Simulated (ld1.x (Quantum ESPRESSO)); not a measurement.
An odd input for ld1.x (Quantum ESPRESSO) 7.5 (Hf)

Command:

```bash
ld1.x < Hf.in > Hf.out
```

Input:

```
&input
   title='Hf', zed=72., rel=1, dft='PBE', iswitch=3,
   config='[Xe] 4f14 5d2 6s2 6p0',
   nld=3, rlderiv=4.30, eminld=-2.0, emaxld=5.0, deld=0.02
 /
 &inputp
   pseudotype=2, tm=.true., lloc=1,
   nlcc=.true.,
   file_pseudopw='Hf.UPF', file_wfcaegen='ae.wfc', file_wfcncgen='nc.wfc', file_beta='beta', file_chi='chi'
 /
3
8S  1  0   2.00   0.00  2.25  2.25  0.0
5D  3  2   2.00   0.00  2.05  2.05  0.0
6P  2  1   0.00   0.00  3.95  3.95  0.0
 &test
   configts(1)='5d2 6s2 6p0'
 /
```

Output:

```
Program LD1 v.7.5

 %%%%%%%%%%%%%%%%%%%%%%%%%%%%%%%%%%%%%%%%%%%%%%%%%%%%%%%%%%%%%%%%%%%%%%%%%%%%%%
     Error in routine ld1_setup (1):
     no all electron for this ps
 %%%%%%%%%%%%%%%%%%%%%%%%%%%%%%%%%%%%%%%%%%%%%%%%%%%%%%%%%%%%%%%%%%%%%%%%%%%%%%

     stopping ...
```

Problem. This input was made by a single change from one that runs to its end. What was changed?

Solution. The change: label 6S replaced by a shell that config does not hold. The program refuses the input: "ld1_setup: no all electron for this ps".
